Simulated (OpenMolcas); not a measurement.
Computed transition rates of Ar⁴⁺

```
Program             : OpenMolcas 26.06
Method              : CASSCF
Basis               : ANO-RCC-VTZP [5s4p2d1f]
Scalar Hamiltonian  : DKH4, point nucleus
Active space        : 4 electrons in 8 orbitals (3s 3p 4s 4p)
State averaging     : 2S+1 = 3 even, 3 roots; 2S+1 = 1 even, 6 roots; 2S+1 = 5 odd, 1 root; 2S+1 = 3 odd, 8 roots; 2S+1 = 1 odd, 5 roots (0 in the spin-orbit step)
Spin-orbit coupling : state interaction with AMFI integrals over the reference wave functions, term energies averaged over their components
```

Rates come from the transition moments of the reference wave functions (E1 and E2 in the length form). At fixed line strength A goes as λ^-3 for E1 and M1 and as λ^-5 for E2, so a rate at the computed wavelength can be rescaled to the measured one. Measured vacuum wavelengths follow from level energies in Saloman, J. Phys. Chem. Ref. Data 39, 033101 (2010). Branching counts decays inside the model space alone, at computed energies, and the table is only a selection of the E2 and M1 lines, drawn from those between levels with measured partners whose computed energy lies within a factor of 1.5 of the measured one.

```csv
Upper,Lower,Type,λ computed (nm),λ measured (nm),A computed (s-1),A rescaled (s-1),Branching %
3s² 3p² ¹S₀,3s² 3p² ³P₁,M1,290.7,269.2,5.46e+00,,87.2
3s² 3p² ¹S₀,3s² 3p² ¹D₂,E2,633.1,462.7,7.83e-01,3.76e+00,12.5
3s² 3p² ¹D₂,3s² 3p² ³P₂,M1,574,700.8,5.22e-01,,70.8
3s² 3p² ¹D₂,3s² 3p² ³P₁,M1,537.7,643.7,2.12e-01,,28.8
3s² 3p² ³P₂,3s² 3p² ³P₁,M1,8481,7902,2.22e-02,2.74e-02,100.0
3s² 3p² ³P₁,3s² 3p² ³P₀,M1,14330,13100,6.12e-03,8.01e-03,100.0
```

Spin-changing lines and M1 lines between different terms are not rescaled, since their strength hangs on the term gaps too.

The largest correction is for 3s² 3p² ¹S₀ → 3s² 3p² ¹D₂ (E2): 7.83e-01 × (633.1 / 462.7)^5 = 3.76e+00 s-1, a factor of 4.80.

The computed rate and branching of 3s² 3p² ³P₁ → 3s² 3p² ³P₀ give the upper level a radiative lifetime of 1.000 / 6.12e-03 s-1 = 1.63e+02 s, counting decays inside the model space alone. The rescaled rate gives about 1.2e+02 s.

No measured rate stands beside these. Rescaling mends the energy factor alone: line strengths can still be far off where a level mixes with configurations outside the active space, and weak or spin-changing lines hang on small mixing coefficients that depend on the term gaps too, so rescaling need not improve them.

Active for correlation alone: 4p 4s; no level in the range computed is led by a configuration that fills them, so any true level of that kind is missing. Computed and measured levels are paired by configuration, term and J; levels that our copy of the source lacks, or whose pairing is in doubt (as where it misses far off the trend of its configuration), stay unpaired. Levels of configurations outside the active space are missing.
